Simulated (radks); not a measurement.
Species: Ne. Configuration: [He] 2s1 2p6 3d1 (not the ground configuration). All-electron calculation, non-relativistic Kohn-Sham, BP86, spin-polarised, spherical densities, point nucleus; open shells are filled with parallel spins first. Program: a radial shooting solver on a logarithmic mesh with Libxc functionals.

Unscreened Slater integrals over Kohn-Sham orbitals (cm^-1). They are taken over the spin-up orbitals. Empty in this configuration: 3s.

F0(3d,3d): 19926
F2(3d,3d): 11031
F4(3d,3d): 7345.1
F0(3d,2p): 25057
F2(3d,2p): 540.21
G1(3d,2p): 51.508
G3(3d,2p): 28.119
F0(3d,2s): 25058
G2(3d,2s): 25.490
F0(3d,1s): 25060
G2(3d,1s): 0.047690
F0(3d,3s): 24427
G2(3d,3s): 4609.1
F0(2p,2p): 231910
F2(2p,2p): 104190
F0(2p,2s): 230790
G1(2p,2s): 139510
F0(2p,1s): 333940
G1(2p,1s): 38125
F0(2p,3s): 65020
G1(2p,3s): 3574.1
F0(2s,2s): 231550
F0(2s,1s): 329150
G0(2s,1s): 24512
F0(2s,3s): 65039
G0(2s,3s): 2695.9
F0(1s,1s): 1308200
F0(1s,3s): 69195
G0(1s,3s): 1130.0
F0(3s,3s): 46870

Derived for the open shells (J is the average intra-shell exchange parameter used in DFT+U). 3d: Racah B = F2/49 - 5 F4/441 = 141.9 cm^-1, C = 35 F4/441 = 582.9 cm^-1, C/B = 4.11, F4/F2 = 0.666, J = (F2 + F4)/14 = 1313 cm^-1.
